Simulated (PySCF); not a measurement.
A calculated (UHF, PySCF 2.14, def2-TZVP, no relativity, point nucleus) atom or ion has these occupied shells.

| shell | electrons | orbital energy (eV) | rms radius, mean of both spins (bohr) |
| --- | --- | --- | --- |
| 1s α | 1 | -8947.0 | 0.0612 |
| 1s β | 1 | -8947.0 | 0.0612 |
| 2s β | 1 | -1110.8 | 0.258 |
| 2s α | 1 | -1110.8 | 0.258 |
| 2p β | 3 | -969.34 | 0.230 |
| 2p α | 3 | -969.27 | 0.230 |
| 3s α | 1 | -136.46 | 0.777 |
| 3s β | 1 | -136.44 | 0.777 |
| 3p β | 3 | -90.608 | 0.824 |
| 3p α | 3 | -90.466 | 0.824 |
| 3d β | 5 | -13.438 | 1.16 |
| 3d α | 5 | -13.323 | 1.16 |
| 4s α | 1 | -6.538 | 3.59 |

Task: Name the element and its charge.

Result: Cu (copper, neutral), in [Ar] 3d10 4s1, 2S determinant.
